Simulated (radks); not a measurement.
Results of a calculation; reference values are marked as such.
Neutral samarium, 62 electrons, occupied as [Xe] 4f6 6s2 (the NIST ground configuration). Level of theory: Dirac Kohn-Sham, PBE, spin-unpolarised, spherical densities, finite nucleus; open shells fill j = l - 1/2 first; Fermi nuclear charge, rms radius 5.0819 fm (a radial shooting solver on a logarithmic mesh with Libxc functionals).

Radial electron density D(r) = 4 pi r^2 rho(r):

```
   r/bohr * D(r) (the largest magnitude, 108, reaches the edge; | marks zero)
 0.004444 |                *
 0.006071 |                        *
 0.008294 |                                *
  0.01124 |                                       *
  0.01536 |                                          *
  0.02098 |                                        *
  0.02866 |                                     *
  0.03916 |                                       *
  0.05307 |                                                 *
   0.0725 |                                                      *
  0.09904 |                                              *
   0.1353 |                                        *
   0.1834 |                                               *
   0.2505 |                                       *
   0.3422 |                    *
   0.4676 |                    *
   0.6337 |                    *
   0.8657 |          *
    1.183 |     *
    1.616 |   *
     2.19 | *
    2.992 |*
    4.087 *
    5.583 *
    7.567 *
    10.34 *
    14.12 *
```

D(r) has 4 maxima, at r = 0.0159, 0.0702, 0.195, 0.540 bohr, and minima at 0.0306, 0.129, 0.389 bohr, inside which lie 2.01, 11.18, 29.18 electrons.
